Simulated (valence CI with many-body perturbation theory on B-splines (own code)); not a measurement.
Run record, Ge⁹⁺

Calculated by configuration interaction combined with many-body perturbation theory (CI+MBPT): five valence electrons over a frozen Dirac-Fock core [Ar], radial functions for each j: 6 s, 6 p, 5 d, 5 f, 1 g, with the one-electron correlation potential Σ1 (screened to all orders), the two-electron term Σ2, the three-electron term Σ3, Breit, model QED; selected single and double excitations, second order for the rest, scaled by the run's own slope (own B-spline code, finite nucleus).

Command, and the settings that its task file holds:

```sh
python run_cv.py task.json out
```

```
atom Ge  Z=32  mass_number=74  rms_radius_fm=4.0742
core [Ar]
valence 3d5
avg = 1
basis = S
breit = 1
cap = 3000
capref = 1200
cscale = 1
de = 0.0
dress = 0
eps = 2e-08
extrap = 1
h = 0.27
hh = 1
l2 = 3
lcore = 6
maxit = 60
n2 = 5
natural = 1
nlev = 20
nno = [3, 3, 3, 3, 1]
nroot = 26
nsp = [3, 3, 2, 2, 0]
pt2 = 1
qed = 1
rpa = 1
s1 = 1
s2 = 1
s3 = 1
screen = 1
tol = 2e-05
whole = 1
```

It took 32 s on 1 thread of Arm Neoverse V1 (shared host).

Log. The first blocks belong to the next ion, which gives the ionisation energy. Fields: 2J, parity (1 odd), roots, reference size, generating configurations, candidates as configurations/state functions, variational space P, stored matrix elements, Davidson steps; e2 is the range of second-order energies in hartree. The first line gives the box (bohr), its intervals, the orbitals and the steps of their self-consistent field. Window is the range of levels sought, series limit the energy at which the first omitted orbital would enter, core excitation an estimate of the first excitation out of the core, left out the lowest levels not solved, and shifts from estimates the range by which levels moved from their first estimate, all in cm⁻¹.

```
rmax 11.5 intervals 63 orbitals 40 references ['3d5', '3d4 4s', '3d4 4p'] scf 6 t 1.2
2J=0 par=0 roots 2 ref 17 generators 7 cand 128/282 P 141/299 nnz 0 it 0
2J=0 par=0 roots 2 ref 17 generators 16 cand 651/1194 P 792/1493 nnz 0 it 7
   second order: generators 29 cand 8065/18765 e2 -0.00041 -0.00023
2J=2 par=0 roots 2 ref 36 generators 5 cand 66/248 P 81/284 nnz 0 it 0
2J=2 par=0 roots 2 ref 36 generators 16 cand 206/1165 P 287/1449 nnz 0 it 7
   second order: generators 23 cand 5733/35301 e2 -0.00563 -0.00245
2J=4 par=0 roots 2 ref 51 generators 6 cand 40/198 P 56/249 nnz 0 it 0
2J=4 par=0 roots 2 ref 51 generators 17 cand 138/1244 P 194/1493 nnz 0 it 10
   second order: generators 23 cand 5268/47531 e2 -0.00956 -0.00495
reference levels 556, estimated 31, window 98967 1/cm; series limit 1489561, core excitation 643350
2J=5 par=0 roots 8 ref 81 generators 5 cand 41/414 P 59/495 nnz 0 it 0
2J=5 par=0 roots 8 ref 81 generators 5 cand 154/2206 P 213/2701 nnz 1.8e+06 it 9
   second order: generators 41 cand 25804/830535 e2 -0.02444 -0.01405
2J=11 par=0 roots 3 ref 35 generators 3 cand 59/404 P 72/439 nnz 0 it 0
2J=11 par=0 roots 3 ref 35 generators 3 cand 205/2452 P 277/2891 nnz 2.1e+06 it 8
   second order: generators 19 cand 15365/485391 e2 -0.01380 -0.01062
2J=7 par=0 roots 5 ref 72 generators 3 cand 41/425 P 56/497 nnz 0 it 0
2J=7 par=0 roots 5 ref 72 generators 3 cand 154/2249 P 210/2746 nnz 1.9e+06 it 7
   second order: generators 33 cand 22641/812277 e2 -0.02378 -0.01811
2J=9 par=0 roots 4 ref 56 generators 3 cand 59/531 P 74/587 nnz 0 it 0
2J=9 par=0 roots 4 ref 56 generators 3 cand 152/2096 P 226/2683 nnz 1.8e+06 it 8
   second order: generators 32 cand 20871/716180 e2 -0.02072 -0.01628
2J=3 par=0 roots 5 ref 67 generators 3 cand 53/468 P 69/535 nnz 0 it 0
2J=3 par=0 roots 5 ref 67 generators 3 cand 194/2403 P 263/2938 nnz 2.1e+06 it 9
   second order: generators 29 cand 20688/543085 e2 -0.01758 -0.01313
2J=1 par=0 roots 3 ref 39 generators 3 cand 92/537 P 108/576 nnz 0 it 0
2J=1 par=0 roots 3 ref 39 generators 3 cand 347/2324 P 455/2900 nnz 1.9e+06 it 8
   second order: generators 29 cand 19620/283827 e2 -0.00577 -0.00435
2J=13 par=0 roots 1 ref 18 generators 1 cand 84/517 P 93/535 nnz 0 it 0
2J=13 par=0 roots 1 ref 18 generators 1 cand 259/2436 P 352/2971 nnz 2.2e+06 it 5
   second order: generators 17 cand 18676/430465 e2 -0.00601 -0.00601
left out: unestimated 152104, estimated 112631, shifts from estimates 0 to 649
operators 1.4
```

The Davidson iterations converged.

No measured levels were compared; by estimate terms of the open shell hold to 2 to 4 % of their energy, and close levels can change places. Among the levels kept, up to 5400 cm⁻¹ of a level comes from second order outside the variational space, and about a tenth of that is noise between levels of different J, which matters for small intervals. Only levels of the ground parity were solved; by the run's estimate the other parity begins above the list, which can be wrong where configurations are misplaced.

```yaml
Valence_energy: -60.25147 hartree
Ionisation_energy: "250.79 eV (NIST: 252.1 ± 2.2 eV (theoretical))"
Reference_configurations_for_the_orbitals: 3d5, 3d4 4s, 3d4 4p
Radial_orbitals: 40
Box_radius: 11.46 bohr
Largest_variational_space: 2971
Lowest_levels: 3d5 6S_5/2 0.0, 3d5 4G_5/2 58358, 3d5 4G_11/2 58427, 3d5 4G_7/2 58647, 3d5 4G_9/2 58750, 3d5 4P_5/2 64298, 3d5 4P_3/2 65215, 3d5 4P_1/2 66126, 3d5 4D_7/2 70997, 3d5 4D_1/2 72233, 3d5 4D_5/2 73003, 3d5 4D_3/2 73059, 3d5 2I_11/2 84421, 3d5 2I_13/2 84967 cm⁻¹
```
